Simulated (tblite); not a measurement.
C4H8F2OS (charge +1 and doublet state).
Cartesian coordinates in Å at the GFN2-xTB level; atoms count from 1:
```
atom  x, y, z in Å
C1    -2.6278   -0.0735   -0.3781
C2    -1.4679   -0.1956    0.5650
O3    -0.2494    0.0818   -0.1371
C4     0.8898    0.0356    0.5620
F5     0.8417    0.8095    1.6781
F6     1.1336   -1.2192    1.0503
C7     2.0602    0.4692   -0.3328
S8     3.6568    0.4220    0.5129
H9    -2.5051   -0.7413   -1.2331
H10   -3.5536   -0.3029    0.1416
H11   -2.6911    0.9353   -0.7932
H12   -1.5700    0.5000    1.4146
H13   -1.4067   -1.2086    0.9981
H14    1.8895    1.4924   -0.6725
H15    2.0851   -0.2002   -1.1977
H16    3.5073   -0.7953    1.0780
```

Computed values, GFN2-xTB/tblite, gas phase, harmonic and unscaled. The method is semi-empirical: single wavenumbers can be off by several per cent or more. Modes of hydrogen on sulfur can be 10 to 20 % off. One conformer, not necessarily the lowest. Open shells enter through the occupations alone, without spin polarisation, and single modes of such species can be off by tens of per cent.

Harmonic wavenumbers (cm⁻¹): 47.8, 64.3, 97.1, 115.3, 173.2, 187.4, 202.8, 312.3, 322.1, 347.6, 485.6, 490.7, 640.4, 737.5, 755.3, 761.2, 812.3, 876.2, 912.2, 961.0, 1013.7, 1058.3, 1078.8, 1101.7, 1106.8, 1133.8, 1145.5, 1215.2, 1289.0, 1318.5, 1357.6, 1369.5, 1381.2, 1407.2, 2313.2, 2811.5, 2850.5, 2953.8, 2963.4, 2991.7, 3003.2, 3062.4.

A = 4430, B = 814.4, C = 794.5 MHz; mass 142.026 u (most abundant isotopes); point group C1, symmetry number 1; spin multiplicity 2.

Zero-point energy?

½Σν̃ = 24614 cm⁻¹ = 294.45 kJ/mol.

Entropy at 400 K, 1 bar (ideal gas, RRHO, classical rotation)?

Translation 176.77, rotation 125.45, vibration 167.29, spin (R ln 2) 5.76: S = 475.3 J/(mol K).

And Cp and H(400 K) − H(0)?

Cp = 190.10 J/(mol K), of which vibrations give 156.85 (their classical limit is 42 R = 349.2); H(400 K) − H(0) = 46.84 kJ/mol without the zero-point energy, 33.54 from vibrations.

What must be added to the electronic energy to get the Gibbs energy at 400 K and 1 bar?

ZPE + [H(400 K) − H(0)] − T·S = 294.45 + 46.84 − 190.11 = 151.18 kJ/mol.

Which modes carry the vibrational entropy at 400 K?

47.8 cm⁻¹: 22.96; 64.3 cm⁻¹: 20.51; 97.1 cm⁻¹: 17.10; 115.3 cm⁻¹: 15.69; 173.2 cm⁻¹: 12.38; 187.4 cm⁻¹: 11.75 J/(mol K); the other 36 give 66.89 together.

How do the functions run with temperature in this model?

```json
{"T (K)": "150", "S (J/(mol K))": "339.2", "Cp (J/(mol K))": "101.4", "H − H(0) (kJ/mol)": "10.34", "G − H(0) (kJ/mol)": "-40.54", "ln q(vib)": "3.38"}
{"T (K)": "250", "S (J/(mol K))": "399.1", "Cp (J/(mol K))": "136.8", "H − H(0) (kJ/mol)": "22.23", "G − H(0) (kJ/mol)": "-77.55", "ln q(vib)": "6.15"}
{"T (K)": "298.15", "S (J/(mol K))": "424.8", "Cp (J/(mol K))": "154.7", "H − H(0) (kJ/mol)": "29.25", "G − H(0) (kJ/mol)": "-97.39", "ln q(vib)": "7.42"}
{"T (K)": "600", "S (J/(mol K))": "563.0", "Cp (J/(mol K))": "242.4", "H − H(0) (kJ/mol)": "90.47", "G − H(0) (kJ/mol)": "-247.33", "ln q(vib)": "14.91"}
{"T (K)": "900", "S (J/(mol K))": "671.2", "Cp (J/(mol K))": "290.0", "H − H(0) (kJ/mol)": "170.98", "G − H(0) (kJ/mol)": "-433.07", "ln q(vib)": "21.59"}
```

q(vib) and H(0) count from the zero-point level.

Hindered rotation and anharmonicity are outside this model. Other conformers, if any are populated, would add a mixing term that is left out. The structure is chiral; the term R ln 2 for an equal mix with its mirror image is left out.
